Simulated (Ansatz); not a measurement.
Computed with Ansatz on PBE0-D4/def2-TZVP structures; ΔE is electronic, products minus reactants. CBS: MP2 limit from def2 TZ/QZ plus the TZ coupled-cluster correction, frozen cores. Functionals use def2-TZVPP. B3LYP here is the variant with VWN-RPA as its local correlation; programs differ in this. def2 core potentials past Kr. For As, Te outer-core shells are correlated without core-valence functions, which leaves a few kJ/mol of doubt a bond. Scalar relativity is left out up to krypton. One conformer a species, not always the lowest.

Reaction (redistribution): `C[Te][AsH]O` + `N[SiH](N)F` → `C[Te][SiH](N)F` + `N[AsH]O`

```csv
level,ΔE (kJ/mol),difference from CCSD(T)/CBS
PBE-D4,84.6,-3.7
r2SCAN-D4,90.9,2.6
PBE0-D4,85.8,-2.5
B3LYP-D4,92.5,4.2
ωB97X-V,81.0,-7.3
ωB97M-V,85.7,-2.6
B2PLYP,89.8,1.5
PBE,85.0,-3.3
r2SCAN,91.2,2.9
PBE0,86.2,-2.1
B3LYP,93.1,4.8
HF/def2-TZVPP,91.7,3.4
MP2/def2-TZVPP,83.7,-4.6
SCS-MP2/def2-TZVPP,83.5,-4.8
CCSD/def2-TZVPP,84.5,-3.8
CCSD(T)/def2-TZVPP,83.7,-4.6
HF/def2-QZVPP,92.3,4.0
MP2/def2-QZVPP,86.5,-1.8
SCS-MP2/def2-QZVPP,85.8,-2.5
HF/CBS(def2),92.4,4.1
MP2/CBS(def2),88.3,0.0
CCSD/CBS(def2),89.1,0.8
CCSD(T)/CBS,88.3,0
```

Largest T1 diagnostic among the species: 0.012.

In def2-TZVPP, CCSD(T) changes the Hartree–Fock value by −8.0 kJ/mol (the triples alone add −0.8 kJ/mol) and MP2 by −8.1 kJ/mol.
